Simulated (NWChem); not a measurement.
System: SiNH$_{3}$ClF; SMILES Cl[Si@H](N)F

Here is an NWChem input.

```
start job
memory heap 200 mb stack 900 mb global 1100 mb
geometry units angstroms noautosym nocenter noautoz
  N      1.432077    -1.086854    -0.081692
  Si    -0.056559    -0.414592     0.376986
  F     -1.315078    -0.912181    -0.516782
  Cl     0.047587     1.615809     0.086536
  H      1.939575    -0.763262    -0.896654
  H      1.700267    -2.023264     0.196992
  H     -0.376103    -0.758526     1.777403
end
basis spherical
  N library pcsseg-1
  Si library pcsseg-1
  F library pcsseg-1
  Cl library pcsseg-1
  H library pcsseg-1
end
dft
  xc kt2
  iterations 150
end
property
  shielding
  efieldgrad
end
task dft property
```

Coordinates come from a PBE0/def2-SVP optimisation.

GIAO values for the isolated, static molecule; σ is the absolute isotropic shielding, δ = σ(reference) − σ with the isolated reference molecule computed at the same levels (19F: trichlorofluoromethane, 1H: tetramethylsilane, 15N: ammonia, 29Si: tetramethylsilane).

Atoms are numbered as in the input.

Task: Predict the main results of this run. (KT2/pcSseg-1, GIAO.) Quantities: δ N1 (ppm); δ Si2 (ppm); δ F3 (ppm); σ Cl4 (ppm); δ H5 (ppm); δ H6 (ppm); δ H7 (ppm).

Result: 
```json
{
 "δ N1 (ppm)": "45.4",
 "δ Si2 (ppm)": "-18.9",
 "δ F3 (ppm)": "-121.7",
 "σ Cl4 (ppm)": "886.7",
 "δ H5 (ppm)": "1.48",
 "δ H6 (ppm)": "1.50",
 "δ H7 (ppm)": "5.16"
}
```
